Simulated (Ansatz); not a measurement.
Input for Ansatz (development build ahead of 0.2.0):

```yaml
crystal:
  periodic: [false, false, false]
  atoms:
    - { symbol: Ni, position_ang: [0.0, 0.0, 0.0] }
    - { symbol: "N", position_ang: [0.0, 0.0, 1.95] }
    - { symbol: H, position_ang: [0.945, 0.0, 2.33] }
    - { symbol: H, position_ang: [-0.4725, 0.81839, 2.33] }
    - { symbol: H, position_ang: [-0.4725, -0.81839, 2.33] }
    - { symbol: "N", position_ang: [0.0, 0.0, -1.95] }
    - { symbol: H, position_ang: [-0.945, 0.0, -2.33] }
    - { symbol: H, position_ang: [0.4725, -0.81839, -2.33] }
    - { symbol: H, position_ang: [0.4725, 0.81839, -2.33] }
basis:
  gaussian: { orbitals: def2-SVP }
total_charge: 2
magnetization:
  initial_magnetization: 2
hamiltonian:
  xc: hf
scf:
  omitted_lower_state_checks: [starts, atomic_configurations, cluster_reference, orbital_swaps, given_window_search, neighbouring_geometries, increment]
```

The input is written out in the form of the current development build from the run's settings.

Output:

```
Converged                       : yes
Total energy                    : -1618.42003 hartree
Spin squared of the determinant : 2.000
Stability test                  : minimum among restricted orbitals
```

Caution: no unrestricted run beside it, a lower state can exist; other spin multiplicities were not run; no wide search was run, a lower solution can exist.
